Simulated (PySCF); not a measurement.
PySCF input (CCSD(T)/cc-pVDZ):

```python
from pyscf import gto, scf, mp, cc as ccmod

mol = gto.M(
    atom='''
    Cl   -1.43370246   -0.17800052    0.01936132
    C    -0.00925733    0.60505668   -0.02645622
    Cl    1.43849366   -0.13515052   -0.00566873
    H    -0.02590629    1.69322759   -0.07403672
    ''',
    basis='cc-pvdz',
    charge=1,
    spin=0,
    verbose=4,
)

mf = scf.RHF(mol)
mf.conv_tol = 1e-10
mf.max_cycle = 100
mf.kernel()
mp2 = mp.MP2(mf, frozen=11).run()
cc = ccmod.CCSD(mf, frozen=11)
cc.max_cycle = 100
cc.kernel()
et = cc.ccsd_t()
print(f'E(CCSD(T)) = {cc.e_tot + et:.9f}')
```

End of the output:

```
Extra cycle  E= -957.101672945721  delta_E= -2.05e-12  |g|= 2.58e-07  |ddm|= 6.69e-07
converged SCF energy = -957.101672945721

******** <class 'pyscf.mp.mp2.RMP2'> ********
nocc = 9, nmo = 44
frozen orbitals 11
E(RMP2) = -957.499548647139  E_corr = -0.39787570141772
E(SCS-RMP2) = -957.486916678576  E_corr = -0.385243732855077
E_corr(same-spin) = -0.106392817899447
E_corr(oppo-spin) = -0.291482883518273

******** <class 'pyscf.cc.ccsd.CCSD'> ********
CC2 = 0
CCSD nocc = 9, nmo = 44
frozen orbitals 11
max_cycle = 100
direct = 0
conv_tol = 1e-07
conv_tol_normt = 1e-05
diis_space = 6
diis_start_cycle = 0
diis_start_energy_diff = 1e+09
Init t2, MP2 energy = -957.499548649245  E_corr(MP2) -0.397875703523444
Init E_corr(CCSD) = -0.397875703523467
cycle = 1  E_corr(CCSD) = -0.412046758105705  dE = -0.0141710546  norm(t1,t2) = 0.070082
cycle = 2  E_corr(CCSD) = -0.424342396428545  dE = -0.0122956383  norm(t1,t2) = 0.0233496
cycle = 3  E_corr(CCSD) = -0.424718766461961  dE = -0.000376370033  norm(t1,t2) = 0.015036
cycle = 4  E_corr(CCSD) = -0.427458273882113  dE = -0.00273950742  norm(t1,t2) = 0.00764598
cycle = 5  E_corr(CCSD) = -0.427170947130972  dE = 0.000287326751  norm(t1,t2) = 0.00167059
cycle = 6  E_corr(CCSD) = -0.427117825344377  dE = 5.31217866e-05  norm(t1,t2) = 0.000278984
cycle = 7  E_corr(CCSD) = -0.427126024907292  dE = -8.19956291e-06  norm(t1,t2) = 8.32251e-05
cycle = 8  E_corr(CCSD) = -0.427129112226501  dE = -3.08731921e-06  norm(t1,t2) = 2.5077e-05
cycle = 9  E_corr(CCSD) = -0.427127975860706  dE = 1.13636579e-06  norm(t1,t2) = 7.37203e-06
cycle = 10  E_corr(CCSD) = -0.42712808096924  dE = -1.05108533e-07  norm(t1,t2) = 2.73061e-06
cycle = 11  E_corr(CCSD) = -0.427128038513302  dE = 4.2455938e-08  norm(t1,t2) = 7.19792e-07
CCSD converged
E(CCSD) = -957.5288009842343  E_corr = -0.4271280385133018
CCSD(T) correction = -0.0153391627851385
E(CCSD(T)) = -957.544140147
```
